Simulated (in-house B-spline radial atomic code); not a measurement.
A run on neutral chlorine (an excited or competing configuration) that did not converge. Method: non-relativistic wB97X, spin-polarised, spherical fractional occupations, exact exchange averaged over the configuration, point nucleus; computed with an all-electron radial atomic-structure program (B-spline basis).

Command:
```bash
python run_scf.py task.json out
```
Settings:
```
Z                17
configuration    [Ne] 3s1 3p5 4d1
hamiltonian      nr
method           wb97x
spin_polarised   True
exact_exchange   averaged over the configuration
```

First and last ten iterations of the last attempt (damped for 15 steps, keeping 80 % of the old Fock matrix, then DIIS):
```
 iter        energy (Eh)    residual
    1        -456.305806    2.61e-01
    2        -458.606751    1.14e-01
    3        -458.929691    7.86e-02
    4        -459.090502    5.40e-02
    5        -459.169884    3.70e-02
    6        -459.209249    2.72e-02
    7        -459.229048    2.03e-02
    8        -459.239196    1.52e-02
    9        -459.244077    1.21e-02
   10        -459.246161    1.01e-02
  111        -456.630218    9.77e-02
  112        -456.629371    9.79e-02
  113        -456.589959    9.85e-02
  114        -456.596091    9.88e-02
  115        -454.939420    9.67e-01
  116        -458.230280    2.61e-01
  117        -455.589515    1.09e+00
  118        -452.424078    1.38e+00
  119        -455.136854    1.16e+00
  120        -455.553309    1.10e+00
 not converged after 120 iterations
```

The smallest residual met was 2.4e-04; the threshold is about 2e-07. No energy from this run should be used. Cost of the run: 28 s on 1 thread of Arm Neoverse N1, with other jobs on the host.
